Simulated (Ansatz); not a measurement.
C3H13N3Si⁺, that is SiH(NHMe)3 with one electron fewer. Total charge 1; doublet. Geometry r2SCAN-D4/def2-SVP, that of the neutral singlet; atoms count from 1.

```tsv
atom	x (Å)	y (Å)	z (Å)
Si1	0.005	0.368	-0.012
H2	0.443	1.190	1.164
N3	-1.420	0.757	-0.908
C4	-2.791	0.515	-0.514
H5	-1.314	1.475	-1.619
H6	-3.402	0.130	-1.351
H7	-2.807	-0.244	0.283
H8	-3.303	1.416	-0.119
N9	-0.338	-1.176	0.702
C10	0.253	-1.710	1.911
H11	-0.773	-1.882	0.113
H12	1.086	-2.418	1.728
H13	0.660	-0.884	2.516
H14	-0.491	-2.232	2.541
N15	1.270	0.617	-1.171
C16	2.658	0.890	-0.864
H17	1.126	0.246	-2.107
H18	3.096	1.631	-1.558
H19	2.733	1.319	0.148
H20	3.310	-0.007	-0.884
```

Q: Estimate the Mulliken populations from the PBE0/def2-TZVP orbitals of Ansatz.

A: 
```json
{"atom": "Si1", "charge (e)": "0.42", "spin (α − β)": "-0.07"}
{"atom": "H2", "charge (e)": "0.04", "spin (α − β)": "0.00"}
{"atom": "N3", "charge (e)": "-0.39", "spin (α − β)": "0.08"}
{"atom": "C4", "charge (e)": "-0.30", "spin (α − β)": "0.00"}
{"atom": "H5", "charge (e)": "0.25", "spin (α − β)": "0.00"}
{"atom": "H6", "charge (e)": "0.17", "spin (α − β)": "0.01"}
{"atom": "H7", "charge (e)": "0.13", "spin (α − β)": "0.00"}
{"atom": "H8", "charge (e)": "0.16", "spin (α − β)": "0.00"}
{"atom": "N9", "charge (e)": "-0.28", "spin (α − β)": "0.42"}
{"atom": "C10", "charge (e)": "-0.29", "spin (α − β)": "-0.01"}
{"atom": "H11", "charge (e)": "0.27", "spin (α − β)": "-0.01"}
{"atom": "H12", "charge (e)": "0.18", "spin (α − β)": "0.04"}
{"atom": "H13", "charge (e)": "0.17", "spin (α − β)": "0.00"}
{"atom": "H14", "charge (e)": "0.19", "spin (α − β)": "0.03"}
{"atom": "N15", "charge (e)": "-0.25", "spin (α − β)": "0.48"}
{"atom": "C16", "charge (e)": "-0.30", "spin (α − β)": "-0.01"}
{"atom": "H17", "charge (e)": "0.27", "spin (α − β)": "-0.02"}
{"atom": "H18", "charge (e)": "0.20", "spin (α − β)": "0.03"}
{"atom": "H19", "charge (e)": "0.17", "spin (α − β)": "0.00"}
{"atom": "H20", "charge (e)": "0.19", "spin (α − β)": "0.04"}
```
Mulliken values depend strongly on the basis.

Q: Where does the spin sit?

A: Summed by element: Si -0.07, H 0.12, N 0.97, C -0.03, of 1 unpaired in all. Largest on single atoms: N15 0.48, N9 0.42, N3 0.08.

Q: And the Mayer bond orders between heavy atoms (over 0.3)?

A: Si1–N3 1.24 (1.73 Å); Si1–N9 1.06 (1.73 Å); Si1–N15 1.07 (1.73 Å); N3–C4 0.95 (1.45 Å); N9–C10 0.97 (1.45 Å); N15–C16 0.98 (1.45 Å).
